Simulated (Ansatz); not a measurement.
Consider the isomerisation: `[CH3][InH][CH2]O` → `C[O][InH][CH3]`.

Program: Ansatz. Geometries: PBE0-D4/def2-TZVP. ΔE: electronic, gas phase. CCSD(T)/CBS adds triple-zeta CCSD(T) − MP2 to the extrapolated MP2 energy (def2 sets, frozen cores). Functionals use def2-TZVPP. B3LYP here is the variant with VWN-RPA as its local correlation; programs differ in this. def2 core potentials past Kr. For In outer-core shells are correlated without core-valence functions, which leaves a few kJ/mol of doubt a bond. One conformer a species, not always the lowest.

Problem. Is it downhill or uphill in electronic energy at CCSD(T)/CBS, and by how much? (An estimate is asked.)

Solution. Computed: Downhill: ΔE = -0.86 eV.

Problem. What do these levels give: ωB97X-V, PBE0, B3LYP, MP2/def2-TZVPP, SCS-MP2/def2-TZVPP, MP2/CBS(def2)? (Estimate.)

Solution. Ansatz gave: ωB97X-V -0.84, PBE0 -0.77, B3LYP -0.85, MP2/def2-TZVPP -0.84, SCS-MP2/def2-TZVPP -0.87, MP2/CBS(def2) -0.88 eV.

Largest T1 diagnostic among the species: 0.015.

In def2-TZVPP, CCSD(T) changes the Hartree–Fock value by +0.09 eV (the triples alone add −0.00 eV) and MP2 by +0.07 eV.
